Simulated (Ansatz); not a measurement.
`C/C=N\[SiH3]` + `[OH][GeH]` → `[SiH3][O][GeH]` + `CC=N` at 500 K and 1 bar (ligand exchange at the Si–N bond).

Gas-phase electronic energies from Ansatz, PBE0-D4/def2-TZVP geometries. CCSD(T)/CBS adds triple-zeta CCSD(T) − MP2 to the extrapolated MP2 energy (def2 sets, frozen cores). For Ge outer-core shells are correlated without core-valence functions, which leaves a few kJ/mol of doubt a bond. Scalar relativity is left out up to krypton. One conformer a species, not always the lowest.

```json
{"species": "`C/C=N\\[SiH3]`", "CCSD(T)/CBS energy (Eh)": "-424.08411", "H − E (kJ/mol)": "261.1", "S (J/(mol·K))": "377.9"}
{"species": "`[OH][GeH]`", "CCSD(T)/CBS energy (Eh)": "-2152.47759", "H − E (kJ/mol)": "74.0", "S (J/(mol·K))": "281.9"}
{"species": "`[SiH3][O][GeH]`", "CCSD(T)/CBS energy (Eh)": "-2442.79250", "H − E (kJ/mol)": "128.6", "S (J/(mol·K))": "366.3"}
{"species": "`CC=N`", "CCSD(T)/CBS energy (Eh)": "-133.79309", "H − E (kJ/mol)": "207.6", "S (J/(mol·K))": "299.1"}
```

H − E and S are ideal-gas, rigid-rotor, harmonic terms from PBE0-D4/def2-TZVP, for one conformer and one mirror image of each species. 1 Eh = 2625.50 kJ/mol, R = 8.31446 J/(mol·K).

Q: By hand: ΔE, ΔH, ΔS and ΔG.

A: ΔE = (-2442.79250) + (-133.79309) − (-424.08411) − (-2152.47759) = -0.02389 Eh = -62.7 kJ/mol. Δ(H − E) = 128.6 + 207.6 − 261.1 − 74.0 = 1.1, so ΔH = -61.6 kJ/mol. ΔS = 366.3 + 299.1 − 377.9 − 281.9 = 5.6 J/(mol·K). ΔG = -61.6 − 500 × (5.6)/1000 = -64.4 kJ/mol.

Q: By hand: the equilibrium constant, and the temperature at which ΔG would vanish if ΔH and ΔS stayed fixed.

A: log₁₀ K = −ΔG/(RT ln 10) = 6.7. ΔH and −TΔS have one sign here, so there is no such temperature.

The number of gas molecules stays the same, so ΔS is small and ΔH decides. A doubt of 5 kJ/mol in ΔE shifts log₁₀ K by 0.5 here. Other conformers and mirror images would add mixing entropy, several J/(mol·K) or more a flexible species. These are equilibria of isolated gas molecules and say nothing of rates. Largest T1 diagnostic: 0.016 (customary marks: 0.02 for closed shells, 0.045 for open ones).

ΔS is within the doubt of such terms, so its sign, and with it that verdict, could turn.
